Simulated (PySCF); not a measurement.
PBE0 on In⁻ (indium, charge -1), [Kr] 4d10 5s2 5p2, high-spin 3P determinant. Calculation: PySCF 2.14, in aug-cc-pVDZ-PP with ECP28MDF (5s4p3d, 32 functions); a scalar-relativistic core potential.

```
cycle= 1 E= -190.12633594326  delta_E= -0.00627  |g|= 0.0109  |ddm|= 0.393
cycle= 2 E= -190.126560322607  delta_E= -0.000224  |g|= 0.00334  |ddm|= 0.0821
cycle= 3 E= -190.126576961801  delta_E= -1.66e-05  |g|= 0.00203  |ddm|= 0.0369
cycle= 4 E= -190.126581513661  delta_E= -4.55e-06  |g|= 0.000567  |ddm|= 0.00996
cycle= 5 E= -190.126581943818  delta_E= -4.3e-07  |g|= 3.6e-05  |ddm|= 0.0052
cycle= 6 E= -190.126581946279  delta_E= -2.46e-09  |g|= 1.8e-06  |ddm|= 0.000436
cycle= 7 E= -190.12658194629  delta_E= -1.1e-11  |g|= 3.32e-07  |ddm|= 1.41e-05
converged SCF energy = -190.12658194629  <S^2> = 2.0030496  2S+1 = 3.0020324
```

Highest occupied orbital energy: 0.782 eV; ⟨L²⟩ = 2.01; populations by l: s 4.00, p 8.00, d 10.00.

Problem. Can this result be used?

Solution. With care. Self-consistency was reached. Energies and moments cover only the electrons outside the core potential. At PBE0 the highest occupied level has a positive energy, so only the finite basis holds that electron; in a semilocal or global hybrid functional this comes from self-interaction and does not mean that the real anion is unbound.
